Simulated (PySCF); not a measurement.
# Two-dimensional NMR puzzle

Compound of formula C5H12OSi. Correlations simulated from computed shifts and the bond graph:

HSQC (one-bond C–H):
```
  δH    δC
2.74  51.0
1.07  10.7
1.06   8.2
0.95   3.8
```

COSY cross peaks (H two or three bonds apart, from the bond graph; peaks can be absent where the dihedral angle is near 90°):
```
  δH    δH
4.29  0.95
2.74  1.06
1.07  0.95
```

HMBC (two and three bonds, from the bond graph):
```
  δH                      δC
4.29  247.5, 51.0, 10.7, 3.8
2.74              247.5, 8.2
1.07                     3.8
1.06             247.5, 51.0
0.95             247.5, 10.7
```

Carbons without hydrogens: δ 247.5.

PySCF 2.14.0 with density-fitted response routines calculation with GIAO PBE0/pcSseg-1 shieldings and geometry: GFN2-xTB; fast rotation and ring inversion assumed for equivalent nuclei, a single conformation, no solvent model, no relativistic terms.

Chemical shifts δ = σref − σ; TMS for 1H (31.72 ppm) and 13C (186.93 ppm), all at this level.

Exchangeable hydrogens are left out of these lists.

Question: Assemble the structure.

Answer: `CC[SiH2]C(=O)CC`.

Mapped SMILES: `[CH3:1][CH2:2][SiH2:3][C:4](=[O:5])[CH2:6][CH3:7]` (H(Xn): hydrogen on atom n).

- δC 247.5 is C4, a carbonyl carbon.
- δC 51.0 is C6, an sp3 CH2 α to a carbonyl (δH 2.74).
- δC 10.7 is C1, a methyl carbon (δH 1.07).
- δC 8.2 is C7, a methyl carbon (δH 1.06).
- δC 3.8 is C2, an sp3 CH2 bonded to Si (δH 0.95).
- HMBC from δH 4.29 reaches the proton-free carbon C4.
- HMBC from δH 2.74 reaches the proton-free carbon C4.
- HMBC from δH 1.06 reaches the proton-free carbon C4.
- HMBC from δH 0.95 reaches the proton-free carbon C4.
- COSY links 4.29–0.95, 2.74–1.06, 1.07–0.95.

The shifts were computed for this structure.

Shifts are as computed. Against solution values, carbons near 30 ppm lie about +3 ppm off and those near 130 ppm about +5 ppm. Of 1211 compounds with measured shifts, 218 miss one by over three times the rms of a fit or turn the order of signals round; such compounds aren't used in these exercises.
